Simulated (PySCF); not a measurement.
## From computed data to an observable: chemical shift, span and skew from a shielding tensor

SiHClBr2, SMILES Cl[SiH](Br)Br. Atoms are numbered in the order given.

```xyz
5

Si     0.5742     0.4241     0.0000
Cl    -0.2193     2.3128     0.0000
Br    -0.0909    -0.6538    -1.8044
Br    -0.0909    -0.6538     1.8044
H      2.0498     0.5134     0.0000
```
Charge 0, spin multiplicity 1.

The structure is a stationary point at PBE0-D3(BJ)/def2-SVP.

GIAO shieldings from HF/pcSseg-1 (PySCF), non-relativistic, no solvent. The symmetric part of the tensor of Si1 has the principal values 341.9, 383.2, 387.6 ppm. The same nucleus in TMS has σ = 393.8 ppm at this level (PySCF, at its B3LYP-D3(BJ)/def2-TZVP geometry). Without spin–orbit terms, shifts of atoms bonded to Cl or Br come out too high.

Task: Work out the isotropic shielding, the ²⁹Si shift against TMS, the span and the skew.

Result: 
σ(iso) = (σ11 + σ22 + σ33)/3 = 370.9 ppm. δ = σ(ref) − σ(iso) = 393.8 − (370.9) = 22.9 ppm.
Span Ω = σ33 − σ11 = 45.7 ppm. Skew κ = 3(σ(iso) − σ22)/Ω = -0.81. Tumbling in solution averages the tensor to δ; in a static solid the shielding alone would spread this spin-1/2 line over Ω.
